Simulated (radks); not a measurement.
Spin polarisation of the 4p1 shell in neutral gallium. Start: [Ar] 3d10 4s2 4p(up 0.5, down 0.5); electrons of 4p are moved from spin down to spin up, other shells keep equal spins. Calculated with a radial shooting solver on a logarithmic mesh with Libxc functionals: non-relativistic Kohn-Sham, r2SCAN, spin-polarised, spherical densities, point nucleus; meta-GGA in the generalised Kohn-Sham scheme.

moment (Bohr magnetons),E - E(0) (eV),e(4p up) (eV),e(4p down) (eV),4s down minus up (eV),3d down minus up (eV),3p down minus up (eV)
0,0.000,-2.577,-2.577,0.000,0.000,0.000
0.25,-0.017,-2.701,-2.434,0.220,0.014,0.004
0.5,-0.067,-2.810,-2.266,0.440,0.027,0.007
0.75,-0.154,-2.907,-2.051,0.660,0.041,0.011
1,-0.287,-2.998,-1.675,0.895,0.054,0.014

At moment 1 the spin-polarisation energy is -0.287 eV and the 4p exchange splitting 1.323 eV, that is 1.323 eV per Bohr magneton; E = -I m^2/4 would give I = 1.148 eV.
